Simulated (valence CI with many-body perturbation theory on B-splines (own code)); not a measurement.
## Valence orbitals of Pm³⁹⁺

Level of theory: relativistic CI+MBPT: four valence electrons over a frozen Dirac-Fock core [Ar], radial functions for each j: 7 s, 7 p, 8 d, 6 f, 4 g, 1 h, with the one-electron correlation potential Σ1, the two-electron term Σ2, the three-electron term Σ3, Breit, model QED; selected CI, second order for the rest, scaled by the run's own slope (own B-spline code, finite nucleus).

The last digits are not significant, and no measured levels were compared; by estimate large intervals hold to a few tenths of a per cent, small ones and those within an open d or f shell to about a per cent. Only levels of the ground parity were solved; by the run's estimate the other parity begins above the list, which can be wrong where configurations are misplaced.

These are the spectroscopic orbitals of the CI (the correlating ones are not listed), shaped by the core and the other valence electrons. h is the expectation value of the core's Dirac-Fock operator, without the valence repulsion; Σ1 is computed up to l = 3 at one energy for each symmetry, that of its lowest orbital but kept below the first core excitation, so for empty shells it is not the orbital's own correlation shift; Breit and QED include the response of the core.

| Orbital | h (hartree) | Σ1 (cm⁻¹) | Breit (cm⁻¹) | QED (cm⁻¹) | ⟨r⟩ (bohr) |
| --- | --- | --- | --- | --- | --- |
| 4s1/2 | -70.282 | -7783 | 7145 | 5340 | 0.4806 |
| 5s1/2 | -43.052 | -2971 | 3450 | 2625 | 0.7832 |
| 6s1/2 | -29.085 | -1488 | 1892 | 1464 | 1.163 |
| 4p1/2 | -67.987 | -10360 | 11372 | -56.8 | 0.4756 |
| 5p1/2 | -41.917 | -3774 | 5619 | -22.3 | 0.7836 |
| 6p1/2 | -28.445 | -1857 | 3129 | -11.0 | 1.169 |
| 4p3/2 | -66.124 | -9796 | 6956 | 476 | 0.4902 |
| 5p3/2 | -41.016 | -3687 | 3453 | 242 | 0.8016 |
| 6p3/2 | -27.94 | -1837 | 2051 | 137 | 1.190 |
| 3d3/2 | -118.23 | -21733 | 14716 | -1204 | 0.2130 |
| 4d3/2 | -62.852 | -10165 | 5401 | -340 | 0.4664 |
| 5d3/2 | -39.442 | -3918 | 2633 | -156 | 0.7896 |
| 3d5/2 | -117.06 | -20437 | 7522 | -537 | 0.2162 |
| 4d5/2 | -62.427 | -9813 | 2794 | -115 | 0.4703 |
| 5d5/2 | -39.231 | -3757 | 1346 | -46.2 | 0.7944 |
| 4f5/2 | -59.45 | -24493 | 656 | -216 | 0.4223 |
| 5f5/2 | -37.864 | -9789 | 290 | -103 | 0.7550 |
| 4f7/2 | -59.303 | -20849 | -163 | -127 | 0.4239 |
| 5f7/2 | -37.784 | -8312 | -46.9 | -56.9 | 0.7570 |
| 5g7/2 | -36.995 |  | 51.3 | -26.8 | 0.6802 |
| 5g9/2 | -36.959 |  | -34.3 | -4.8 | 0.6812 |

Among the shells of the start configuration 3d4, Σ1 is largest in size for 3d3/2, where it is 0.084 % of h.

Lowest root of each symmetry, sizes in configuration state functions:

```json
{"J": "0", "Parity": "even", "Roots": "5", "Reference": "37", "Variational": "4379", "Second order": "9076", "Change by selected CI (cm⁻¹)": "-11430", "Change by second order (cm⁻¹)": "0"}
{"J": "1", "Parity": "even", "Roots": "4", "Reference": "93", "Variational": "11260", "Second order": "14243", "Change by selected CI (cm⁻¹)": "-9595", "Change by second order (cm⁻¹)": "-1"}
{"J": "2", "Parity": "even", "Roots": "8", "Reference": "133", "Variational": "16566", "Second order": "20791", "Change by selected CI (cm⁻¹)": "-10226", "Change by second order (cm⁻¹)": "-1"}
{"J": "3", "Parity": "even", "Roots": "6", "Reference": "136", "Variational": "17861", "Second order": "24479", "Change by selected CI (cm⁻¹)": "-10918", "Change by second order (cm⁻¹)": "-2"}
{"J": "4", "Parity": "even", "Roots": "7", "Reference": "121", "Variational": "17670", "Second order": "23761", "Change by selected CI (cm⁻¹)": "-11124", "Change by second order (cm⁻¹)": "-1"}
{"J": "5", "Parity": "even", "Roots": "2", "Reference": "88", "Variational": "13801", "Second order": "2038", "Change by selected CI (cm⁻¹)": "-10341", "Change by second order (cm⁻¹)": "-3"}
{"J": "6", "Parity": "even", "Roots": "2", "Reference": "56", "Variational": "10920", "Second order": "1036", "Change by selected CI (cm⁻¹)": "-10576", "Change by second order (cm⁻¹)": "-1"}
```
